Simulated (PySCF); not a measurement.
Species: C₉H₁₀O₂.
Numbering: `[CH3:1][O:2][C:3](=[O:4])[c:5]1[cH:6][cH:7][c:8]([CH3:9])[cH:10][cH:11]1`

Structure used (GFN2-xTB), in Å, numbered top down from 1:
```
atom  x, y, z in Å
C1     4.033    0.295    0.918
O2     2.617    0.364    0.886
C3     2.022   -0.281   -0.133
O4     2.641   -0.884   -0.976
C5     0.548   -0.164   -0.097
C6    -0.192   -0.794   -1.095
C7    -1.570   -0.712   -1.095
C8    -2.240   -0.003   -0.102
C9    -3.733    0.100   -0.115
C10   -1.493    0.625    0.890
C11   -0.115    0.549    0.899
H12    4.456    0.724    0.007
H13    4.363   -0.743    1.001
H14    4.346    0.866    1.789
H15    0.335   -1.343   -1.861
H16   -2.138   -1.205   -1.870
H17   -4.180   -0.776   -0.578
H18   -4.125    0.208    0.894
H19   -4.038    0.976   -0.689
H20   -2.004    1.178    1.665
H21    0.456    1.037    1.672
```

Definitions: NICS(0) = −σiso at the ring centroid; NICS(1) = −σiso and NICS(1)zz = −σzz at ±1 Å along the ring normal z. Level: GIAO PBE0/pcSseg-1 (PySCF, non-relativistic, gas phase) on the GFN2-xTB geometry, one conformer.

Ring bond lengths (Å), with Mayer bond orders in brackets: C5–C6 1.393 (1.41), C6–C7 1.380 (1.44), C7–C8 1.391 (1.39), C8–C10 1.392 (1.40), C10–C11 1.381 (1.44), C11–C5 1.393 (1.36).

Problem. Give the NICS values of each ring in ppm.

Solution. 
```csv
ring,type,NICS(0),"NICS(1), two faces","NICS(1)zz, two faces",rms pucker (Å),"centre to ring atoms, mean (Å)"
C5–C6–C7–C8–C10–C11,6-membered carbocycle; formal bonds all aromatic,-8.2,-11.1 / -11.2,-26.7 / -26.9,0.00,1.39
```

Problem. What do they say, and how far can they be read as aromaticity?

Solution. 
- C5–C6–C7–C8–C10–C11: mean NICS(1)zz -26.8 ppm, shielded. The ring is flat and has no four-coordinate atom; by the NICS criterion it is aromatic.

Problem. And the bond-length index? HOMA takes Krygowski's 1993 parameters.

Solution. 
- C5–C6–C7–C8–C10–C11: HOMA 0.99 = 1 − EN − GEO, with mean bond length 1.388 Å, EN = α(Ropt − mean)² = 0.000 and GEO = α × variance = 0.008. The geometric and the magnetic index point the same way.

Problem. List the ring angles and the Hirshfeld charges of the ring atoms.

Solution. 
- C5–C6–C7–C8–C10–C11: C5 119.4° (-0.028 e), C6 120.2° (-0.037 e), C7 120.7° (-0.051 e), C8 118.7° (+0.021 e), C10 121.0° (-0.053 e), C11 119.9° (-0.044 e); sum 720.0° against 720° for a flat convex ring.
